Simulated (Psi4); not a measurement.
C$_{2}$H$_{6}$N, doublet, at a GFN2-xTB geometry; R2SCAN/STO-3G (Psi4).

Psi4 was given this input:
```
memory 2 GB

molecule mol {
0 2
  C     1.188537   -0.424238   -0.004752
  C     0.118637    0.590500   -0.003567
  N    -1.212300   -0.050011    0.007199
  H     1.483450   -0.892957    0.915867
  H     1.456114   -0.917577   -0.921124
  H     0.156730    1.218604   -0.896965
  H     0.167531    1.227693    0.882641
  H    -1.304807   -0.639290    0.829147
  H    -1.315965   -0.643969   -0.810038
}

set basis sto-3g
set reference uks
set scf_type pk
set puream true
set d_convergence 1e-8
set dft_radial_points 99
set dft_spherical_points 590

energy('r2scan')
print_variables()
```

It wrote (shortened):

```
   => Loading Basis Set <=

    Name: STO-3G
    Role: ORBITAL
    Keyword: BASIS

         ---------------------------------------------------------
                                   SCF
               by Justin Turney, Rob Parrish, Andy Simmonett
                          and Daniel G. A. Smith
                              UKS Reference
         ---------------------------------------------------------

  ==> Geometry <==

    Molecular point group: c1
    Full point group: C1

    Geometry (in Angstrom), charge = 0, multiplicity = 2:

       Center              X                  Y                   Z               Mass
    ------------   -----------------  -----------------  -----------------  -----------------
         C            1.203105748072    -0.438818550195    -0.004763451443    12.000000000000
         C            0.133205748072     0.575919449805    -0.003578451443    12.000000000000
         N           -1.197731251928    -0.064591550195     0.007187548557    14.003074004430
         H            1.498018748072    -0.907537550195     0.915855548557     1.007825032230
         H            1.470682748072    -0.932157550195    -0.921135451443     1.007825032230
         H            0.171298748072     1.204023449805    -0.896976451443     1.007825032230
         H            0.182099748072     1.213112449805     0.882629548557     1.007825032230
         H           -1.290238251928    -0.653870550195     0.829135548557     1.007825032230
         H           -1.301396251928    -0.658549550195    -0.810049451443     1.007825032230

  Running in c1 symmetry.

  Rotational constants: A =      1.06631  B =      0.33106  C =      0.29354 [cm^-1]
  Rotational constants: A =  31967.29235  B =   9924.85869  C =   8800.21856 [MHz]
  Nuclear repulsion =   76.718974740581402

  Charge       = 0
  Multiplicity = 2
  Electrons    = 25
  Nalpha       = 13
  Nbeta        = 12

  ==> Algorithm <==

  SCF Algorithm Type is PK.
  DIIS enabled.
  MOM disabled.
  Fractional occupation disabled.
  Guess Type is SAD.
  Energy threshold   = 1.00e-06
  Density threshold  = 1.00e-08
  Integral threshold = 1.00e-12

  ==> Primary Basis <==

  Basis Set: STO-3G
    Blend: STO-3G
    Number of shells: 15
    Number of basis functions: 21
    Number of Cartesian functions: 21
    Spherical Harmonics?: true
    Max angular momentum: 1

  ==> DFT Potential <==

   => LibXC <=

    Version 7.1.2
    S. Lehtola, C. Steigemann, M. J. T. Oliveira, and M. A. L. Marques,  SoftwareX 7, 1–5 (2018) (10.1016/j.softx.2017.11.002)

   => Composite Functional: R2SCAN <=

    r2SCAN Meta-GGA XC Functional  (0.1021/acs.jpclett.0c02405)
    J. W. Furness, A. D. Kaplan, J. Ning, J. P. Perdew, J. Sun  J. Phys. Chem. Lett.  11, 8208–8215, 2020

    Deriv               =              1
    GGA                 =           TRUE
    Meta                =           TRUE

    Exchange Hybrid     =          FALSE
    MP2 Hybrid          =          FALSE

   => Exchange Functionals <=

    1.0000   XC_MGGA_X_R2SCAN

   => Correlation Functionals <=

    1.0000   XC_MGGA_C_R2SCAN

   => LibXC Density Thresholds  <==

    XC_MGGA_C_R2SCAN:  1.00E-15
    XC_MGGA_X_R2SCAN:  1.00E-11

   => Molecular Quadrature <=

    Radial Scheme          =       TREUTLER
    Pruning Scheme         =           NONE
    Nuclear Scheme         =       TREUTLER

    Blocking Scheme        =         OCTREE
    BS radius alpha        =              1
    Pruning alpha          =              1
    Radial Points          =             99
    Spherical Points       =            590
    Total Points           =         494362
    Total Blocks           =           3523
    Max Points             =            256
    Max Functions          =             21
    Weights Tolerance      =       1.00E-15

  ==> Integral Setup <==

  Using in-core PK algorithm.
   Calculation information:
      Number of atoms:                   9
      Number of AO shells:              15
[...]

   -------------------------
    Irrep   Nso     Nmo
   -------------------------
     A         21      21
   -------------------------
    Total      21      21
   -------------------------

  ==> Iterations <==

                        Total Energy        Delta E     RMS |[F,P]|

   @UKS iter SAD:  -131.17478114734152   -1.31175e+02   0.00000e+00
   @UKS iter   1:  -132.71413085289225   -1.53935e+00   7.42048e-03 DIIS/ADIIS
   @UKS iter   2:  -132.71686656638096   -2.73571e-03   7.30875e-03 DIIS/ADIIS
   @UKS iter   3:  -132.73097804857480   -1.41115e-02   1.45062e-03 DIIS/ADIIS
   @UKS iter   4:  -132.73161644653808   -6.38398e-04   4.67067e-04 DIIS/ADIIS
   @UKS iter   5:  -132.73169794675010   -8.15002e-05   1.32652e-04 DIIS/ADIIS
   @UKS iter   6:  -132.73170598171441   -8.03496e-06   3.81619e-05 DIIS
   @UKS iter   7:  -132.73170654663326   -5.64919e-07   1.06948e-05 DIIS
   @UKS iter   8:  -132.73170659055137   -4.39181e-08   1.92496e-06 DIIS
   @UKS iter   9:  -132.73170659258500   -2.03363e-09   4.25332e-07 DIIS
   @UKS iter  10:  -132.73170659273561   -1.50607e-10   6.72905e-08 DIIS
   @UKS iter  11:  -132.73170659273848   -2.87059e-12   1.22062e-08 DIIS
   @UKS iter  12:  -132.73170659273859   -1.13687e-13   2.78112e-09 DIIS
  Energy and wave function converged.

  ==> Post-Iterations <==

   Electrons on quadrature grid:
      Nalpha   =   12.9999999568 ; deviation = -4.323e-08
      Nbeta    =   11.9999999575 ; deviation = -4.255e-08
      Ntotal   =   24.9999999142 ; deviation = -8.578e-08

   @Spin Contamination Metric:   6.322813838E-03
   @S^2 Expected:                7.500000000E-01
   @S^2 Observed:                7.563228138E-01
   @S   Expected:                5.000000000E-01
   @S   Observed:                5.000000000E-01

    Orbital Energies [Eh]
    ---------------------

    Alpha Occupied:

[...]
      13A     -0.081999

    Alpha Virtual:

[...]
    Beta Occupied:

[...]
    Beta Virtual:

[...]
    Final Occupation by Irrep:
              A
    DOCC [    12 ]
    SOCC [     1 ]
    NA   [    13 ]
    NB   [    12 ]

  @UKS Final Energy:  -132.73170659273859

   => Energetics <=

    Nuclear Repulsion Energy =             76.7189747405814018
    One-Electron Energy =                -330.8169436098991127
    Two-Electron Energy =                 141.3714107195369820
    DFT Exchange-Correlation Energy =     -20.0051484429578821
    Empirical Dispersion Energy =           0.0000000000000000
    VV10 Nonlocal Energy =                  0.0000000000000000
    Total Energy =                       -132.7317065927385897

  UHF NO Occupations:
  HONO-2 :   11  A 1.9993293
  HONO-1 :   12  A 1.9983286
  HONO-0 :   13  A 1.0000000
  LUNO+0 :   14  A 0.0016714
  LUNO+1 :   15  A 0.0006707
  LUNO+2 :   16  A 0.0004256
  LUNO+3 :   17  A 0.0003563

Computation Completed

Properties will be evaluated at   0.000000,   0.000000,   0.000000 [a0]

Properties computed using the SCF density matrix

 Multipole Moments:

 ------------------------------------------------------------------------------------
     Multipole            Electronic (a.u.)      Nuclear  (a.u.)        Total (a.u.)
 ------------------------------------------------------------------------------------

 L = 1.  Multiply by 2.5417464519 to convert [e a0] to [Debye]
 Dipole X            :         -0.5228200            0.6882679            0.1654480
 Dipole Y            :          0.2303835           -0.6888331           -0.4584496
 Dipole Z            :          0.0014239           -0.0005278            0.0008962
 Magnitude           :                                                    0.4873909

 ------------------------------------------------------------------------------------

  Variable Map:
  ----------------------------------------------------------------------------
[...]
  Array Variable Map:
  ----------------------------------------------------------------------------
[...]
[...]
```
